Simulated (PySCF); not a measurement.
# Static response to an electric field

Species: C₃H₁₂OSi₃.
SMILES with atom numbers: `[CH2:1]=[CH:2][CH2:3][SiH2:4][O:5][SiH2:6][SiH3:7]` (hydrogens: H8, H9 on C1; H10 on C2; H11, H12 on C3; H13, H14 on Si4; H15, H16 on Si6; H17, H18, H19 on Si7)

Geometry (PBE0-D3(BJ)/def2-SVP, Å), atoms numbered from 1 in this order:
```xyz
19
C3H12OSi3 angstrom
C     -1.4352    1.7196    0.1966
C     -2.0022    0.5403   -0.0725
C     -1.6507   -0.7645    0.5595
Si    -0.7756   -1.8960   -0.6698
O      0.5897   -1.1697   -1.2527
Si     1.6994    0.0552   -1.3582
Si     2.4542    0.6853    0.7828
H     -1.7245    2.6240   -0.3443
H     -0.6702    1.8251    0.9723
H     -2.7684    0.4998   -0.8582
H     -2.5556   -1.3043    0.8941
H     -1.0070   -0.6240    1.4442
H     -0.4016   -3.1811   -0.0077
H     -1.6936   -2.1786   -1.8136
H      1.1310    1.2221   -2.0993
H      2.8726   -0.4609   -2.1277
H      2.3039   -0.4775    1.7150
H      1.7000    1.8432    1.3543
H      3.9026    1.0589    0.7243
```

Level: wB97X-D/def2-SVPD (PySCF), static field, nuclei fixed, core orbitals frozen in the response. The polarisability tensor in these axes (au):

```
x   123.39   6.58   3.87
y     6.58 127.10   6.05
z     3.87   6.05 114.53
```

**Question.** Diagonalise the tensor; give its mean and Δα, where Δα² is half the sum of the squared differences of the eigenvalues.

**Answer.** Principal values 111.94, 118.45 and 134.63 au; mean 121.67 au = 18.03 Å³ = 20.06 × 10⁻⁴⁰ C²·m²/J; Δα = 20.24 au (17 % of the mean).

**Question.** What is the dipole moment, and where does it point?

**Answer.** (-0.70, 0.12, 0.41) D, 0.82 D in size, pointing from the negative to the positive side. Measured along this direction, the outermost atoms are H16 at the negative end and H11 at the positive end.

**Question.** Give the eigenvalues of the traceless quadrupole moment Θ = ½Σq(3rr − r²1), origin at the centre of nuclear charge.

**Answer.** -4.52, 0.48, 4.04 D·Å. The values depend on the origin, since the dipole doesn't vanish. The electronic extent ⟨r²⟩ about the same centre is 1687 bohr², a root-mean-square distance of 2.43 Å for the 80 electrons.

**Question.** Refractivity n − 1 of an ideal gas of it at 400 K and 1 atm, from the electronic α?

**Answer.** N = p/kT = 1.8347 × 10¹⁹ cm⁻³, so n − 1 = 2π × N × 18.03 × 10⁻²⁴ cm³ = 2079 × 10⁻⁶ at long wavelengths, for an ideal gas.

**Question.** Find the Langevin capture rate constant for H3+ (3.023 u) meeting this molecule (148.020 u), k = 2.342 × 10⁻⁹ cm³/s × √(α in Å³ / reduced mass in u).

**Answer.** The reduced mass is 2.96 u, so k = 5.78 × 10⁻⁹ cm³/s. The formula leaves out the permanent dipole, which adds to the capture rate.

**Question.** In a dilute gas of rigid molecules at 298 K, how does the orientational term μ²/3kT compare with the electronic polarisability?

**Answer.** In Gaussian units μ²/3kT = 5.50 Å³ against 18.03 Å³, a ratio of 0.30; the Debye molar polarisation (4π/3)N_A(α + μ²/3kT) is 59.4 cm³/mol, leaving out the vibrational part.

The structure is a single PBE0-D3(BJ)/def2-SVP conformer in the gas phase; no vibrational or solvent corrections.
